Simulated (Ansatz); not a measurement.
C7H14 (`CC/C=C(\C)CC`), relaxed with RKS PBE0-D4/def2-TZVP in the Gaussian-basis code of Ansatz from a PBE-D4/def2-SVP geometry. The force threshold is 0.005 eV/Å; the program also tests the step.

Charge 0, multiplicity 1.

Start:

```xyz
21

C     1.448   -2.769    0.765
C     0.333   -1.732    0.916
C     0.260   -0.753   -0.227
C    -0.517    0.355   -0.256
C    -1.409    0.714    0.912
C    -0.511    1.295   -1.439
C     0.111    2.665   -1.127
H     1.316   -3.366   -0.161
H     1.472   -3.476    1.619
H     2.442   -2.281    0.704
H     0.460   -1.181    1.876
H    -0.648   -2.254    1.025
H     0.888   -0.969   -1.111
H    -0.822    0.943    1.828
H    -2.085   -0.126    1.181
H    -2.044    1.596    0.697
H     0.036    0.822   -2.282
H    -1.557    1.447   -1.791
H    -0.416    3.175   -0.294
H     0.068    3.339   -2.007
H     1.174    2.557   -0.830
```

**Question.** How much energy does the relaxation release, and in how many steps? (Best estimate.)

**Answer.** The calculation gave: 13.96 kJ/mol, in 30 steps, 3 of them rejected.

**Question.** Which bonds change most? (Estimate.)

**Answer.** Ansatz gave: C5–H15 from 1.111 to 1.089 Å; C2–H11 from 1.114 to 1.092 Å; C3–C4 from 1.354 to 1.334 Å; C2–H12 from 1.116 to 1.097 Å.

**Question.** Give the relaxed structure. (Estimate.)

**Answer.** The calculation gave: 
```xyz
21

C     1.482   -2.378    0.912
C     0.027   -2.029    0.612
C    -0.090   -0.926   -0.387
C    -0.589    0.300   -0.220
C    -1.177    0.808    1.059
C    -0.585    1.280   -1.361
C     0.303    2.498   -1.125
H     2.017   -2.647   -0.002
H     1.553   -3.222    1.603
H     2.001   -1.526    1.359
H    -0.487   -1.776    1.542
H    -0.476   -2.920    0.217
H     0.310   -1.165   -1.373
H    -0.591    1.642    1.459
H    -1.234    0.045    1.834
H    -2.188    1.192    0.888
H    -0.260    0.766   -2.270
H    -1.612    1.621   -1.544
H    -0.033    3.085   -0.267
H     0.296    3.158   -1.995
H     1.336    2.194   -0.939
```
